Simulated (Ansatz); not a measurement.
Isolated molecules relaxed with PBE0-D4/def2-TZVP in Ansatz; ΔE leaves out vibrations. CBS: MP2 limit from def2 TZ/QZ plus the TZ coupled-cluster correction, frozen cores. This one scheme is used for every species. For Ge outer-core shells are correlated without core-valence functions, which leaves a few kJ/mol of doubt a bond. Scalar relativity is left out up to krypton. One conformer a species, not always the lowest.

`N[SiH](Cl)[GeH2][F]` + CH₃OH → `CO[SiH](N)Cl` + `[F][GeH3]`  (cleavage of the Si–Ge bond)

```json
{"level": "MP2/def2-TZVPP", "ΔE (kcal/mol)": "-26.8"}
{"level": "HF/CBS(def2)", "ΔE (kcal/mol)": "-30.4"}
```

Q: What does CCSD(T)/CBS give? (Estimate.)

A: Ansatz gave: -24.8 kcal/mol. The listed levels differ from it by -2.0, -5.6 kcal/mol.

Largest T1 diagnostic among the species: 0.012.

In def2-TZVPP, CCSD(T) changes the Hartree–Fock value by +4.2 kcal/mol (the triples alone add +0.5 kcal/mol) and MP2 by +3.0 kcal/mol. From PBE to PBE0 (25 % exact exchange), in def2-TZVPP and without D4, ΔE moves by −2.0 kcal/mol.
